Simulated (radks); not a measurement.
S, 16 electrons, occupied as [Ne] 3s2 3p4. All-electron calculation, scalar-relativistic Kohn-Sham, LB94 model potential, spin-polarised, spherical densities, finite nucleus; open shells are filled with parallel spins first; Fermi nuclear charge, rms radius 3.2611 fm. Program: a radial shooting solver on a logarithmic mesh with Libxc functionals.

Normalised radial functions P(r) = r R(r), r in bohr:

r         2s down  2p down
0.009485   0.2807   0.0114
0.01069    0.3099   0.0144
0.01215    0.3434   0.0183
0.0137     0.3770   0.0229
0.01558    0.4147   0.0291
0.01756    0.4517   0.0363
0.0198     0.4897   0.0453
0.0225     0.5305   0.0572
0.02537    0.5683   0.0710
0.02861    0.6044   0.0878
0.03252    0.6394   0.1099
0.03666    0.6671   0.1351
0.04134    0.6877   0.1655
0.04698    0.6993   0.2045
0.05297    0.6974   0.2482
0.05972    0.6802   0.2995
0.06788    0.6415   0.3635
0.07653    0.5830   0.4328
0.08629    0.5002   0.5114
0.09807    0.3830   0.6054
0.1106     0.2450   0.7022
0.1247     0.0804   0.8059
0.1417    -0.1215   0.9216
0.1598    -0.3305   1.0315
0.1816    -0.5659   1.1455
0.2047    -0.7883   1.2441
0.2308    -1.0004   1.3293
0.2624    -1.2012   1.3987
0.2958    -1.3522   1.4379
0.3335    -1.4556   1.4469
0.3791    -1.5041   1.4196
0.4274    -1.4874   1.3581
0.4819    -1.4120   1.2630
0.5477    -1.2745   1.1292
0.6175    -1.1049   0.9806
0.6963    -0.9120   0.8186
0.7913    -0.7005   0.6429
0.8922    -0.5145   0.4868
1.006     -0.3543   0.3489
1.143     -0.2203   0.2289
1.289     -0.1305   0.1442
1.453     -0.0712   0.0846
1.652     -0.0337   0.0439
1.863     -0.0150   0.0217
2.117     -0.0056   0.0092
2.387     -0.0020   0.0036
2.691     -0.0006   0.0013
3.059     -0.0001   0.0004
3.449     0.0000   0.0001
3.888     0.0000   0.0000
4.419     0.0000   0.0000
4.983     0.0000   0.0000
5.618     0.0000   0.0000
6.385     0.0000   0.0000
7.199     0.0000   0.0000

2s down: eigenvalue -225.76 eV, 1 radial node at r = 0.131 bohr, <r> = 0.479 bohr, 90 % of the charge inside 0.749 bohr. 2p down: eigenvalue -170.93 eV, 0 radial nodes, <r> = 0.440 bohr, 90 % of the charge inside 0.732 bohr.
